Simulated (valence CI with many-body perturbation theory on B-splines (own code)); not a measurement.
The numbers below are computed, except where a source is named.
Hyperfine factors and g values of Rh³²⁺

Method: configuration interaction combined with many-body perturbation theory (CI+MBPT): three valence electrons over a frozen Dirac-Fock core [Ne], radial functions for each j: 11 s, 11 p, 9 d, 7 f, 5 g, 2 h, 1 i, with the one-electron correlation potential Σ1 (screened to all orders), the two-electron term Σ2, the three-electron term Σ3, Breit, model QED; selected single and double excitations, second order for the rest (own B-spline code, finite nucleus).

No measured spectrum was set against this ion. As an estimate, large intervals hold to a few tenths of a per cent, small ones and those within an open d or f shell to about a per cent.

A/g_I is the dipole constant over the nuclear g factor μ/I (μ in nuclear magnetons, uniformly magnetised nucleus), B/Q the quadrupole constant per barn. Both hold the static response of the core; the bare values leave it out. Large factors of s and p1/2 electrons are usually good to 5 to 10 %; those of open d and f shells near neutrality can be off by tens of per cent, and small factors of p3/2, d and f electrons come from cancelling terms and can be off by a factor of two or in sign, in half-filled shells by more. B is blank for J = 1/2, where it vanishes, and for nearly pure S terms. Energies count from the lowest level.

Names give the largest LS component (configuration and term), which can be under half, so a name can repeat, a term be missing and a line seem to break the LS rules; names also repeat where a configuration has a term twice. Letters in brackets count levels of one name in rising energy.

| Level | E (cm⁻¹) | g | A/g_I (MHz) | A/g_I bare | B/Q (MHz/b) | B/Q bare |
| --- | --- | --- | --- | --- | --- | --- |
| 3s2 3p 2P°_1/2 | 0 | 0.660 | 224000 | 217000 |  |  |
| 3s2 3p 2P°_3/2 | 282950 | 1.330 | 38800 | 38600 | 71000 | 69400 |
| 3s 3p2 4P_1/2 | 607040 | 2.455 | 601000 | 584000 |  |  |
| 3s 3p2 4P_3/2 | 798330 | 1.694 | 182000 | 178000 | 57600 | 56300 |
| 3s 3p2 4P_5/2 | 862920 | 1.429 | 202000 | 197000 | 11400 | 11200 |
| 3s 3p2 2D_3/2 | 963240 | 0.886 | -3560 | -2560 | 66800 | 65400 |
| 3s 3p2 2P_1/2 | 1035000 | 1.142 | -76900 | -73200 |  |  |
| 3s 3p2 2D_5/2 | 1115900 | 1.355 | 152000 | 148000 | 39600 | 38900 |
| 3s2 3d 2D_3/2 | 1258600 | 0.956 | -1520 | -138 | -12100 | -11300 |
| 3s 3p2 2S_1/2 | 1320100 | 1.727 | 681000 | 659000 |  |  |
| 3s2 3d 2D_5/2 | 1350500 | 1.205 | 42500 | 42100 | 35800 | 35900 |
| 3s 3p2 2P_3/2 | 1364000 | 1.114 | -68100 | -64400 | -14900 | -14400 |
| 3p3 2P°_3/2 [a] | 1608900 | 1.240 | 23200 | 24200 | 58300 | 57200 |
| 3s 3p 3d 4F°_3/2 | 1712500 | 0.527 | -58700 | -56200 | 19400 | 19500 |
| 3s 3p 3d 4F°_5/2 [a] | 1741100 | 1.092 | 156000 | 152000 | -12800 | -11900 |
| 3s 3p 3d 4F°_5/2 [b] | 1804300 | 1.173 | 31800 | 32100 | -5670 | -4880 |
| 3p3 4S°_3/2 | 1815800 | 1.419 | -31100 | -27500 | -13900 | -13400 |
| 3s 3p 3d 4F°_7/2 | 1849900 | 1.258 | 124000 | 121000 | 1270 | 2260 |
| 3s 3p 3d 4D°_3/2 | 1857900 | 1.339 | 99200 | 97700 | 12900 | 12700 |
| 3s 3p 3d 4D°_1/2 | 1859100 | 0.299 | -251000 | -242000 |  |  |
| 3s 3p 3d 4P°_5/2 | 1872900 | 1.409 | 113000 | 111000 | 20400 | 20400 |
| 3p3 2P°_1/2 | 1956900 | 0.660 | 200000 | 193000 |  |  |
| 3s 3p 3d 2F°_5/2 [a] | 1985400 | 0.937 | 34400 | 34100 | 53400 | 53000 |
| 3s 3p 3d 2D°_3/2 [a] | 2033800 | 0.969 | -51100 | -48500 | 19900 | 19800 |
| 3s 3p 3d 4F°_9/2 | 2038400 | 1.330 | 97200 | 95400 | 87400 | 86400 |
| 3s 3p 3d 4D°_5/2 | 2068000 | 1.322 | 108000 | 106000 | 1210 | 941 |
| 3s 3p 3d 4P°_3/2 | 2070400 | 1.435 | 168000 | 164000 | -14700 | -14800 |
| 3s 3p 3d 4P°_1/2 | 2072600 | 2.391 | 369000 | 359000 |  |  |
| 3s 3p 3d 4D°_7/2 | 2073000 | 1.364 | 114000 | 112000 | 13500 | 13500 |
| 3s 3p 3d 2P°_3/2 [a] | 2112300 | 1.367 | -25900 | -22700 | -37300 | -36500 |
| 3s 3p 3d 2D°_5/2 [a] | 2148500 | 1.301 | 143000 | 139000 | -31800 | -30800 |
| 3s 3p 3d 2D°_3/2 [b] | 2202700 | 1.011 | -3370 | -2050 | -32100 | -31200 |
| 3s 3p 3d 2F°_7/2 [a] | 2222200 | 1.145 | 22700 | 23200 | 85400 | 84600 |
| 3s 3p 3d 2F°_5/2 [b] | 2295100 | 0.912 | -33800 | -31500 | 61100 | 60600 |
| 3s 3p 3d 2F°_7/2 [b] | 2300000 | 1.170 | 64900 | 63800 | 68500 | 68000 |
| 3s 3p 3d 2P°_1/2 [a] | 2302100 | 0.631 | -137000 | -131000 |  |  |
| 3s 3p 3d 2P°_1/2 [b] | 2345500 | 0.664 | 23900 | 23400 |  |  |
| 3s 3p 3d 2P°_3/2 [b] | 2376700 | 1.284 | 164000 | 159000 | 20000 | 20000 |
| 3s 3p 3d 2D°_5/2 [b] | 2386300 | 1.137 | -46000 | -43000 | -31800 | -30500 |
| 3p3 2P°_3/2 [b] | 2417100 | 1.106 | 10400 | 11400 | -62300 | -60900 |

(1) Take the isotope of mass number 103, with I = 1/2, μ = -0.08829 μN. What is the hyperfine structure of 3s2 3p 2P°_3/2?

## Answers

(1) From the table A = -6860 MHz. Shifts from the centre of gravity in MHz: F = 1: 8580, F = 2: -5140.
